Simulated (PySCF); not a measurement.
This script is equivalent to a calculation on Cu (copper, neutral).

```python
from pyscf import gto, scf, dft, mp, cc
import basis_set_exchange as bse
txt = bse.get_basis("aug-cc-pVDZ-PP", elements=["Cu"], fmt="nwchem", header=False)
cut = txt.index("\nECP")
mol = gto.M(atom="Cu 0 0 0", charge=0, spin=1, symmetry="D2h",
            basis=gto.basis.parse(txt[:cut]),
            ecp={"Cu": gto.basis.parse_ecp(txt[cut:])})
mf = dft.UKS(mol, xc="BLYP")
mf.irrep_nelec = {'Ag': (4, 3), 'B1g': (1, 1), 'B2g': (1, 1), 'B3g': (1, 1), 'B1u': (1, 1), 'B2u': (1, 1), 'B3u': (1, 1)}
mf.kernel()
```

What total energy does it give?

-197.270 hartree (calculated).

Which occupied shell lies highest, and where?

3d β, at -4.882 eV.

What is ⟨S²⟩, and what would a pure spin state give?

0.751, against 0.75.

Energies and moments cover only the electrons outside the core potential.
